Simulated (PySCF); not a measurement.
## ClMoN + HF → FMoN + HCl

Level: PBE0 in the def2-TZVP basis family, computed in PySCF with density fitting; scalar-relativistic core potentials for atoms from Rb on, none lighter, no spin–orbit coupling; open shells unrestricted.

```tsv
species	state and structure	E (Eh)	ZPE (kJ/mol)	H(298 K) − H(0) (kJ/mol)	S° (J/(mol K))
ClMoN	triplet, Cs, Mo–Cl 2.307 Å, Mo–N 1.613 Å; Cl–Mo–N 116.4°	-582.97572	10.1	12.5	299.8
HF	singlet, C∞v, H–F 0.920 Å	-100.39188	24.9	8.7	173.6
FMoN	triplet, Cs, Mo–F 1.904 Å, Mo–N 1.617 Å; F–Mo–N 114.8°	-222.68685	11.7	11.9	288.0
HCl	singlet, C∞v, H–Cl 1.279 Å	-460.66440	17.9	8.7	186.6
```

Task: What is the electronic reaction energy?

Result: At PBE0/def2-TZVP, ΔE = 42.9 kJ/mol from the differences of the total energies times 2625.5, uphill. Ligand exchange with HF takes part in thermal etching.

Task: Add zero-point, thermal and entropy terms for 298.15 K and 1 bar.

Result: ΔZPE = -5.4 and Δ[H(298) − H(0)] = -0.6 kJ/mol give ΔH° = 36.9 kJ/mol. ΔS° = 1.2 J/(mol K), so ΔG° = 36.9 − 298.15 × (0.0012) = 37 kJ/mol and log₁₀K = -6.4.

Open d or f shells are single determinants, so the state found may not be the ground state. Each species is the lowest minimum found with this bonding; other isomers or fragments can lie lower.
